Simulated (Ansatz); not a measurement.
Reaction (substitution at a C–C bond): `CC1CCC1` + `[OH][Sn][Cl]` → `C[O][Sn][Cl]` + `C1CCC1`

Program: Ansatz. Geometries: PBE0-D4/def2-TZVP. ΔE: electronic, gas phase. CCSD(T)/CBS adds triple-zeta CCSD(T) − MP2 to the extrapolated MP2 energy (def2 sets, frozen cores). Functionals use def2-TZVPP. B3LYP here is the variant with VWN-RPA as its local correlation; programs differ in this. Elements past krypton have def2 core potentials. For Sn outer-core shells are correlated without core-valence functions, which leaves a few kJ/mol of doubt a bond. One conformer a species, not always the lowest.

`CC1CCC1`:

Cartesian coordinates in Å:
```
C 0.115 -1.015 1.361
C 0.415 -0.642 -0.076
C 0.919 0.810 -0.248
C -0.512 1.233 -0.634
C -0.840 -0.251 -0.890
H 1.034 -1.100 1.947
H -0.516 -0.260 1.842
H -0.411 -1.972 1.419
H 1.045 -1.410 -0.531
H 1.369 1.283 0.628
H 1.611 0.905 -1.087
H -0.623 1.924 -1.471
H -1.065 1.635 0.216
H -1.800 -0.628 -0.530
H -0.739 -0.513 -1.946
```

`[OH][Sn][Cl]`:

```xyz
4

O    -0.547   -0.285   -0.789
Sn    0.721    0.796    0.268
Cl    0.515   -0.533    2.209
H    -0.689    0.022   -1.689
```

`C[O][Sn][Cl]`:

```xyz
7

C     0.836   -0.321   -0.045
O     0.277    0.704    0.737
Sn   -1.544    1.414    0.845
Cl   -2.576    0.000   -0.779
H     1.269   -1.086    0.608
H     0.100   -0.800   -0.700
H     1.639    0.088   -0.667
```

`C1CCC1`:

Cartesian coordinates in Å:
```
C -0.971 0.412 -0.240
C -0.458 -0.912 0.360
C 0.940 -0.270 0.462
C 0.489 0.770 -0.582
H -1.369 1.071 0.536
H -1.693 0.362 -1.056
H -0.473 -1.714 -0.382
H -0.925 -1.276 1.276
H 1.094 0.191 1.440
H 1.808 -0.889 0.229
H 0.748 0.453 -1.595
H 0.810 1.804 -0.449
```

```tsv
level	ΔE (kcal/mol)	difference from CCSD(T)/CBS
PBE-D4	10.9	-1.7
r2SCAN-D4	11.6	-1.0
PBE0-D4	11.6	-1.0
B3LYP-D4	10.0	-2.6
ωB97X-V	11.4	-1.2
ωB97M-V	12.0	-0.6
B2PLYP	10.8	-1.8
PBE	10.6	-2.0
r2SCAN	11.5	-1.1
PBE0	11.4	-1.2
B3LYP	9.6	-3.0
HF/def2-TZVPP	9.7	-2.9
MP2/def2-TZVPP	13.4	0.8
SCS-MP2/def2-TZVPP	12.2	-0.4
CCSD/def2-TZVPP	12.1	-0.5
CCSD(T)/def2-TZVPP	12.2	-0.4
HF/def2-QZVPP	9.8	-2.8
MP2/def2-QZVPP	13.6	1.0
SCS-MP2/def2-QZVPP	12.5	-0.1
HF/CBS(def2)	9.8	-2.8
MP2/CBS(def2)	13.8	1.2
CCSD/CBS(def2)	12.6	0.0
CCSD(T)/CBS	12.6	0
```

Largest T1 diagnostic among the species: 0.017.

From PBE to PBE0 (25 % exact exchange), in def2-TZVPP and without D4, ΔE moves by +0.8 kcal/mol. In def2-TZVPP, CCSD(T) changes the Hartree–Fock value by +2.5 kcal/mol (the triples alone add +0.1 kcal/mol) and MP2 by +3.7 kcal/mol.
